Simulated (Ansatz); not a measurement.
`CC[Si]Cl` + H₂ → `CC[SiH]` + HCl at 600 K and 1 bar (hydrogenolysis of the Si–Cl bond).

Isolated molecules relaxed with PBE0-D4/def2-TZVP in Ansatz; ΔE leaves out vibrations. CCSD(T)/CBS adds triple-zeta CCSD(T) − MP2 to the extrapolated MP2 energy (def2 sets, frozen cores). This one scheme is used for every species. Each species was taken in one conformer, which may not be the lowest.

```csv
species,CCSD(T)/CBS energy (Eh),H − E (kJ/mol),S (J/(mol·K))
`CC[Si]Cl`,-827.97738,223.6,409.1
H₂,-1.17544,43.9,150.8
`CC[SiH]`,-368.72354,231.4,358.5
HCl,-460.38127,35.4,207.2
```

H − E and S are ideal-gas, rigid-rotor, harmonic terms from PBE0-D4/def2-TZVP, for one conformer and one mirror image of each species. The MP2-based limit puts H₂ 0.8 mEh under its directly extrapolated value; such offsets cancel only in part. 1 Eh = 2625.50 kJ/mol, R = 8.31446 J/(mol·K).

By hand: ΔE, ΔH, ΔS and ΔG.

ΔE = (-368.72354) + (-460.38127) − (-827.97738) − (-1.17544) = 0.04801 Eh = 126.1 kJ/mol. Δ(H − E) = 231.4 + 35.4 − 223.6 − 43.9 = -0.7, so ΔH = 125.4 kJ/mol. ΔS = 358.5 + 207.2 − 409.1 − 150.8 = 5.8 J/(mol·K). ΔG = 125.4 − 600 × (5.8)/1000 = 121.9 kJ/mol.

By hand: the equilibrium constant, and the temperature at which ΔG would vanish if ΔH and ΔS stayed fixed.

log₁₀ K = −ΔG/(RT ln 10) = -10.6. ΔG = 0 at ΔH/ΔS = 21621 K, far beyond where these terms or the molecules hold.

The number of gas molecules stays the same, so ΔS is small and ΔH decides. A doubt of 5 kJ/mol in ΔE shifts log₁₀ K by 0.4 here. Other conformers and mirror images would add mixing entropy, several J/(mol·K) or more a flexible species. Modes under 60 cm⁻¹, often nearly free rotors, make the harmonic entropy too high. These are equilibria of isolated gas molecules and say nothing of rates. Largest T1 diagnostic: 0.012 (customary marks: 0.02 for closed shells, 0.045 for open ones).
